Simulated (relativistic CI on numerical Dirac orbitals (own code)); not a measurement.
# Hyperfine structure of F I, mass number 19

Calculated at this level of theory: Dirac-Coulomb-Breit CI, KLI orbitals optimised for each configuration, model QED (radiative potential, 1s self-energy scaled to tabulated hydrogen-like ionisation energies), valence Slater integrals scaled by 0.85, P86 correlation energy added to each configuration (own radial code, finite nucleus).

Configuration list (outside the closed core 1s2): 2s2 2p5, 2s2 2p4 3s, 2s2 2p4 3p, 2s 2p6, 2s2 2p4 4s, 2s2 2p4 3d, 2s2 2p4 4p, 2s2 2p4 4d, 2s2 2p4 4f. Levels of other configurations are missing.

Nuclear spin I = 1/2, μ = 2.62832 μN (tables of Stone and Pyykkö). The electronic factors are computed for point nuclear moments, without core polarisation; leaving it out makes A of s and p electrons in near-neutral atoms 20 to 40 % too small, and it can dominate for d and f shells.

```tsv
Level	E (cm⁻¹)	A (MHz)
2s2 2p5 2P°_3/2	0.0	2041
2s2 2p5 2P°_1/2	391.0	10360
2s2 2p4 3s 4P_5/2	97844.0	2536
2s2 2p4 3s 4P_3/2	98115.4	347.9
2s2 2p4 3s 4P_1/2	98274.9	-1028
2s2 2p4 3s 2P_3/2	100040.6	3120
2s2 2p4 3s 2P_1/2	100362.7	2305
2s2 2p4 3p 4P°_5/2	111099.0	1096
```

Levels with J = 0, under 50 % of one LS term, or S terms without an open s electron are left out. Small factors come from cancelling terms and can be off by tens of per cent or more.

Correlation outside the listed configurations is missing or only estimated: errors of thousands of cm⁻¹ between configurations and terms are usual at this charge. Rates and lifetimes follow the computed energies and can be off by large factors. The fine structure of a lone outer electron comes out too small, for d and f at times inverted, and misplaced configurations move strength between like terms. 17 of the 19 excited levels that our extract of the measured tables holds in this range could be paired (the sources list more); they are missed by 4648 cm⁻¹ on average and 5296 at most, and levels without a partner can miss by more.

Task: Give the hyperfine levels of 2s2 2p5 2P°_1/2 relative to its centre of gravity.

Result: With K = F(F + 1) − I(I + 1) − J(J + 1), E = AK/2: F = 0: -7768, F = 1: 2589 MHz.

LS names give the leading component of a level, which can be under half, so a name can repeat, a term be missing and a line seem to break the LS rules.
